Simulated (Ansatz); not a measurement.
`C[CH](O)[GeH3]`, relaxed with RKS PBE0-D4/def2-TZVP in Ansatz 0.2.0 from a PBE-D4/def2-SVP geometry. The force threshold is 0.005 eV/Å; the program also tests the step.

Charge 0, multiplicity 1.

Start:

```xyz
12

C    -1.351    0.156   -0.393
C     0.161   -0.004   -0.544
O     0.531   -1.314   -0.965
Ge    1.134    0.269    1.173
H    -1.625    1.175   -0.049
H    -1.864   -0.014   -1.367
H    -1.758   -0.578    0.332
H     0.543    0.773   -1.252
H     0.082   -1.488   -1.814
H     0.630   -0.764    2.215
H     0.860    1.703    1.709
H     2.657    0.087    0.954
```

Q: How much energy does the relaxation release, and in how many steps? (Best estimate.)

A: The calculation gave: 0.87 kcal/mol, in 5 steps.

Q: Which bonds change most? (Best estimate.)

A: The calculation gave: C2–H8 from 1.119 to 1.100 Å; C1–H7 from 1.110 to 1.093 Å; C1–H6 from 1.113 to 1.097 Å; C1–H5 from 1.110 to 1.093 Å.

Q: Give the relaxed structure. (Estimate.)

A: Ansatz gave: 
```xyz
12

C    -1.335    0.149   -0.386
C     0.165    0.000   -0.539
O     0.530   -1.296   -0.987
Ge    1.125    0.267    1.168
H    -1.601    1.152   -0.041
H    -1.841   -0.011   -1.346
H    -1.731   -0.579    0.326
H     0.535    0.763   -1.240
H     0.055   -1.479   -1.804
H     0.611   -0.747    2.203
H     0.851    1.694    1.682
H     2.637    0.086    0.965
```
